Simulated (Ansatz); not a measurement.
Cost and result for the atomization energy of C$_{2}$H$_{8}$BGa, SMILES `B[CH2][GaH][CH3]` (12 atoms, 11 bonds).

```xyz
12

B    -0.7112   -1.5845    0.6791
C     0.2050   -1.4519   -0.5105
Ga    0.9587    0.3937   -0.1563
C    -0.2305    1.9524   -0.1017
H    -1.8109   -1.1024    0.6627
H    -0.3258   -2.0837    1.7018
H     1.0775   -2.0998   -0.5859
H    -0.2701   -1.2696   -1.4813
H     2.5211    0.4850   -0.0066
H    -0.5516    2.1096    0.9335
H    -1.1297    1.7880   -0.6977
H     0.2675    2.8632   -0.4370
```

Total charge 0; spin multiplicity 1. Correlated methods include outer-core shells of Ga, which these sets cover unevenly. Scalar relativity is left out up to krypton. All single points use the PBE0-D4/def2-TZVP geometry. It is one conformer, not always the lowest. Program: Ansatz. All runs use 4 threads of an Arm Neoverse V1 on a shared host. Times are those of one run each, without the atoms' runs, and a repeat can differ threefold. Electronic energies, without spin–orbit coupling; frozen cores. CCSD(T)/CBS adds CCSD(T) − MP2 in def2-TZVPP to the MP2 limit, and its time is that of the two runs behind it. T1 = 0.012. With those shells the extrapolation isn't a true limit. B3LYP takes the VWN-RPA correlation (the form of Gaussian; ORCA's B3LYP/G).

CCSD(T)/CBS is a level of theory with its own doubt, some kJ/mol a heavy atom from the limit and from the frozen cores, so smaller differences don't rank the functionals.

| level | functions | wall time |
| --- | --- | --- |
| PBE-D4/def2-TZVPP (with forces) | 253 | 2.6 s |
| PBE0-D4/def2-TZVPP | 253 | 3 s |
| B3LYP-D4/def2-TZVPP (with forces) | 253 | 4.6 s |
| r2SCAN-D4/def2-TZVPP (with forces) | 253 | 4.8 s |
| B2PLYP/def2-TZVPP | 253 | 5.5 s |
| ωB97X-V/def2-TZVPP | 253 | 8 s |
| ωB97M-V/def2-TZVPP (with forces) | 253 | 12 s |
| MP2/def2-QZVPP | 500 | 23 s |
| CCSD(T)/def2-TZVPP | 253 | 2.6 min |
| CCSD(T)/CBS(def2) | – | 3 min |

(1) What atomization energy does each give, and how far from CCSD(T)/CBS? (Estimate.)

## Answers

(1) Ansatz gave: 
```json
{"level": "PBE-D4/def2-TZVPP (with forces)", "atomization (kJ/mol)": "4149.6", "difference from CCSD(T)/CBS": "32.1", "per bond": "2.9"}
{"level": "PBE0-D4/def2-TZVPP", "atomization (kJ/mol)": "4125.9", "difference from CCSD(T)/CBS": "8.4", "per bond": "0.8"}
{"level": "B3LYP-D4/def2-TZVPP (with forces)", "atomization (kJ/mol)": "4116.0", "difference from CCSD(T)/CBS": "-1.5", "per bond": "-0.1"}
{"level": "r2SCAN-D4/def2-TZVPP (with forces)", "atomization (kJ/mol)": "4140.2", "difference from CCSD(T)/CBS": "22.7", "per bond": "2.1"}
{"level": "B2PLYP/def2-TZVPP", "atomization (kJ/mol)": "4079.9", "difference from CCSD(T)/CBS": "-37.6", "per bond": "-3.4"}
{"level": "ωB97X-V/def2-TZVPP", "atomization (kJ/mol)": "4126.0", "difference from CCSD(T)/CBS": "8.5", "per bond": "0.8"}
{"level": "ωB97M-V/def2-TZVPP (with forces)", "atomization (kJ/mol)": "4123.7", "difference from CCSD(T)/CBS": "6.2", "per bond": "0.6"}
{"level": "MP2/def2-QZVPP", "atomization (kJ/mol)": "4113.6", "difference from CCSD(T)/CBS": "-3.9", "per bond": "-0.4"}
{"level": "CCSD(T)/def2-TZVPP", "atomization (kJ/mol)": "4046.3", "difference from CCSD(T)/CBS": "-71.2", "per bond": "-6.5"}
{"level": "CCSD(T)/CBS(def2)", "atomization (kJ/mol)": "4117.5", "difference from CCSD(T)/CBS": "0.0", "per bond": "0.0"}
```

In def2-TZVPP, CCSD(T) changes the Hartree–Fock value by +876.3 kJ/mol (the triples alone add +42.4 kJ/mol) and MP2 by +902.0 kJ/mol; breaking electron pairs costs correlation energy, which Hartree–Fock lacks. The D4 term adds +34.8 kJ/mol with B3LYP and +18.3 kJ/mol with PBE0; it sums over pairs of atoms, weighted by their polarisabilities, and B3LYP, whose exchange is more repulsive, gets the larger term. From PBE to PBE0 (25 % exact exchange), in def2-TZVPP and without D4, the atomization energy moves by −20.4 kJ/mol: exact exchange takes away binding that semilocal exchange gives to molecules.
